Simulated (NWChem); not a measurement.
Everything below was run with NWChem. System: silole (C4H6Si), charge 0, spin multiplicity 1, at a geometry optimised with B3LYP/def2-SVP. Level: CAM-B3LYP/def2-TZVP.

Input file:

```
start mol
memory heap 200 mb stack 900 mb global 1100 mb
geometry units angstroms nocenter noautoz
  C     -0.743291     0.000000     1.296036
  C     -1.358175     0.000000     0.091378
  Si     0.000000     0.000000    -1.210754
  C      1.358175     0.000000     0.091378
  C      0.743291     0.000000     1.296036
  H     -1.282085     0.000000     2.250787
  H     -2.445467     0.000000    -0.010974
  H      0.000000     1.208275    -2.089019
  H      0.000000    -1.208275    -2.089019
  H      2.445467     0.000000    -0.010974
  H      1.282085     0.000000     2.250787
  symmetry group C2v
end
basis spherical
  * library def2-tzvp
end
dft
  xc xcamb88 1.00 lyp 0.81 vwn_5 0.19 hfexch 1.00
  cam 0.33 cam_alpha 0.19 cam_beta 0.46
  direct
  iterations 100
end
task dft energy
```

Output (cleaned and shortened):

```
             Northwest Computational Chemistry Package (NWChem) 7.3.0
             --------------------------------------------------------

                                NWChem Input Module
                                -------------------

 Scaling coordinates for geometry "geometry" by  1.889725989
 (inverse scale =  0.529177249)

 Turning off AUTOSYM since
 SYMMETRY directive was detected!

                             Geometry "geometry" -> ""
                             -------------------------

 Output coordinates in angstroms (scale by  1.889725989 to convert to a.u.)

  No.       Tag          Charge          X              Y              Z
 ---- ---------------- ---------- -------------- -------------- --------------
    1 C                    6.0000    -0.74329100     0.00000000     1.29603600
    2 C                    6.0000    -1.35817500     0.00000000     0.09137800
    3 Si                  14.0000     0.00000000     0.00000000    -1.21075400
    4 C                    6.0000     1.35817500     0.00000000     0.09137800
    5 C                    6.0000     0.74329100     0.00000000     1.29603600
    6 H                    1.0000    -1.28208500     0.00000000     2.25078700
    7 H                    1.0000    -2.44546700     0.00000000    -0.01097400
    8 H                    1.0000     0.00000000     1.20827500    -2.08901900
    9 H                    1.0000     0.00000000    -1.20827500    -2.08901900
   10 H                    1.0000     2.44546700     0.00000000    -0.01097400
   11 H                    1.0000     1.28208500     0.00000000     2.25078700

 Effective nuclear repulsion energy (a.u.)     200.2612610945

            Nuclear Dipole moment (a.u.)
            ----------------------------
        X                 Y               Z
 ---------------- ---------------- ----------------
    -0.0000000000     0.0000000000     0.0000000000

      Symmetry information
      --------------------

 Group name             C2v
 Group number             16
 Group order               4
 No. of unique centers     6

      Symmetry unique atoms

     1    2    3    6    7    8


 Summary of "ao basis" -> "" (spherical)
 ------------------------------------------------------------------------------
       Tag                 Description            Shells   Functions and Types
 ---------------- ------------------------------  ------  ---------------------
 *                         def2-tzvp                  on all atoms

                                 NWChem DFT Module
                                 -----------------

 Summary of "ao basis" -> "ao basis" (spherical)
 ------------------------------------------------------------------------------
       Tag                 Description            Shells   Functions and Types
 ---------------- ------------------------------  ------  ---------------------
 C                         def2-tzvp                11       31   5s3p2d1f
 Si                        def2-tzvp                13       37   5s5p2d1f
 H                         def2-tzvp                 4        6   3s1p

 Summary of "ao basis" -> "ao basis" (spherical)
 ------------------------------------------------------------------------------
       Tag                 Description            Shells   Functions and Types
 ---------------- ------------------------------  ------  ---------------------
 C                         def2-tzvp                11       31   5s3p2d1f
 Si                        def2-tzvp                13       37   5s5p2d1f
[...]
 d= 0,ls=0.0,diis     4   -445.4610916667 -5.24D-03  1.10D-04  1.15D-03   148.3
 d= 0,ls=0.0,diis     5   -445.4612270661 -1.35D-04  4.24D-05  1.38D-04   175.8
  Resetting Diis
 d= 0,ls=0.0,diis     6   -445.4612465321 -1.95D-05  9.79D-06  4.55D-06   207.1
 d= 0,ls=0.0,diis     7   -445.4612473796 -8.48D-07  2.87D-06  1.77D-07   245.1

         Total DFT energy =     -445.461247379600
      One electron energy =    -1007.620505251907
           Coulomb energy =      406.646590483080
    Exchange-Corr. energy =      -44.748593705245
 Nuclear repulsion energy =      200.261261094473

 Numeric. integr. density =       44.000002720776

     Total iterative time =    242.4s

                  Occupations of the irreducible representations
                  ----------------------------------------------

                     irrep           alpha         beta
                     --------     --------     --------
                     a1               11.0         11.0
                     a2                1.0          1.0
                     b1                7.0          7.0
                     b2                3.0          3.0

                       DFT Final Molecular Orbital Analysis
                       ------------------------------------

 Vector   20  Occ=2.000000D+00  E=-3.772851D-01  Symmetry=b2
              MO Center=  2.4D-14, -1.9D-13, -3.8D-01, r^2= 4.2D+00
   Bfn.  Coefficient  Atom+Function         Bfn.  Coefficient  Atom+Function
  ----- ------------  ---------------      ----- ------------  ---------------
     7      0.182257   1 C  py              137      0.182257   5 C  py
    78     -0.175533   3 Si py              175     -0.162917   8 H  s
   181      0.162917   9 H  s                10      0.155045   1 C  py
   140      0.155045   5 C  py              176     -0.117986   8 H  s
   182      0.117986   9 H  s                38      0.110831   2 C  py

 Vector   21  Occ=2.000000D+00  E=-3.766561D-01  Symmetry=b1
              MO Center=  1.9D-14, -2.1D-14, -9.9D-03, r^2= 3.3D+00
   Bfn.  Coefficient  Atom+Function         Bfn.  Coefficient  Atom+Function
  ----- ------------  ---------------      ----- ------------  ---------------
    77      0.263279   3 Si px               39      0.200858   2 C  pz
   107     -0.200858   4 C  pz               42      0.160471   2 C  pz
   110     -0.160471   4 C  pz               37     -0.132839   2 C  px
   105     -0.132839   4 C  px               68     -0.113150   3 Si px
    74      0.112906   3 Si px                8     -0.109294   1 C  pz

 Vector   22  Occ=2.000000D+00  E=-2.954745D-01  Symmetry=a2
              MO Center= -3.6D-14, -1.2D-15,  4.8D-01, r^2= 2.9D+00
   Bfn.  Coefficient  Atom+Function         Bfn.  Coefficient  Atom+Function
  ----- ------------  ---------------      ----- ------------  ---------------
    38      0.242720   2 C  py              106     -0.242720   4 C  py
    41      0.213213   2 C  py              109     -0.213213   4 C  py
     7      0.179810   1 C  py              137     -0.179810   5 C  py
    44      0.160953   2 C  py              112     -0.160953   4 C  py
    10      0.153822   1 C  py              140     -0.153822   5 C  py

 Vector   23  Occ=0.000000D+00  E=-1.595554D-02  Symmetry=b2
              MO Center=  2.9D-14,  7.8D-16,  3.2D-01, r^2= 3.9D+00
   Bfn.  Coefficient  Atom+Function         Bfn.  Coefficient  Atom+Function
  ----- ------------  ---------------      ----- ------------  ---------------
    44      0.323982   2 C  py              112      0.323982   4 C  py
    13     -0.281301   1 C  py              143     -0.281301   5 C  py
   176     -0.275045   8 H  s               182      0.275045   9 H  s
    81      0.210262   3 Si py               38      0.205407   2 C  py
   106      0.205407   4 C  py                7     -0.182292   1 C  py

 Vector   24  Occ=0.000000D+00  E= 6.268963D-02  Symmetry=b1
              MO Center= -5.4D-14, -1.1D-15, -1.8D+00, r^2= 5.5D+00
   Bfn.  Coefficient  Atom+Function         Bfn.  Coefficient  Atom+Function
  ----- ------------  ---------------      ----- ------------  ---------------
    36      2.273012   2 C  s               104     -2.273012   4 C  s
    80      2.002004   3 Si px                5     -1.257668   1 C  s
   135      1.257668   5 C  s                14      0.524994   1 C  pz
   144     -0.524994   5 C  pz               45     -0.506204   2 C  pz
   113      0.506204   4 C  pz               12     -0.421968   1 C  px

 Vector   25  Occ=0.000000D+00  E= 8.673194D-02  Symmetry=a1
              MO Center= -2.4D-14,  6.0D-16, -8.8D-01, r^2= 8.1D+00
   Bfn.  Coefficient  Atom+Function         Bfn.  Coefficient  Atom+Function
  ----- ------------  ---------------      ----- ------------  ---------------
    82      2.429977   3 Si pz               36     -1.929503   2 C  s
   104     -1.929503   4 C  s                67      1.899041   3 Si s
    43     -0.891992   2 C  px              111      0.891992   4 C  px
   176      0.816402   8 H  s               182      0.816402   9 H  s
   164      0.792596   6 H  s               194      0.792596  11 H  s

 center of mass
 --------------
 x =   0.00000000 y =   0.00000000 z =  -0.00625031

 moments of inertia (a.u.)
 ------------------
         369.516685092494           0.000000000000           0.000000000000
           0.000000000000         619.332679327015           0.000000000000
           0.000000000000           0.000000000000         270.833170645868

     Multipole analysis of the density
     ---------------------------------

     L   x y z        total         alpha         beta         nuclear
     -   - - -        -----         -----         ----         -------
     0   0 0 0      0.000000    -22.000000    -22.000000     44.000000

     1   1 0 0     -0.000000     -0.000000     -0.000000     -0.000000
     1   0 1 0     -0.000000     -0.000000     -0.000000      0.000000
     1   0 0 1      0.248819      0.124409      0.124409      0.000000

     2   2 0 0    -26.504145    -91.839684    -91.839684    157.175224
     2   1 1 0     -0.000000     -0.000000     -0.000000      0.000000
     2   1 0 1      0.000000      0.000000      0.000000      0.000000
     2   0 2 0    -30.944348    -20.685673    -20.685673     10.426997
     2   0 1 1      0.000000      0.000000      0.000000      0.000000
     2   0 0 2    -26.909348   -119.943794   -119.943794    212.978241

 Task  times  cpu:      245.1s     wall:      245.1s

 Total times  cpu:      245.2s     wall:      245.2s
```
